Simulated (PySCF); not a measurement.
How methods differ on the excitation energy of Xe+

Xe+ [Kr] 4d10 5s2 5p5 (2P) → Xe+ [Kr] 4d10 5s1 5p6 (2S), as a difference of total energies. Calculation: PySCF 2.14, in def2-TZVPPD with the def2 core potential (28 electrons) (7s6p4d2f, 59 functions); scalar relativity through the core potential. Correlated levels: valence and next inner shell: nothing frozen outside the core potential. The calculations carry no spin-orbit coupling.

Question: Order these methods by the excitation energy they give, lowest first.
A. MP2 (valence and next inner shell)
B. CCSD (valence and next inner shell)
C. CCSD(T) (valence and next inner shell)
D. SCS-MP2 (valence and next inner shell)

Answer: C (87882 cm⁻¹), B (95780 cm⁻¹), D (98380 cm⁻¹), A (99467 cm⁻¹).

Errors of the correlated levels include the incompleteness of this basis.

The coupled-cluster amplitudes are large for the upper state (T1 above 0.03 or a double amplitude above 0.15), so a single reference is strained.

For comparison: 87362 cm⁻¹ (measured; NIST levels, between the centres of gravity of the two terms).
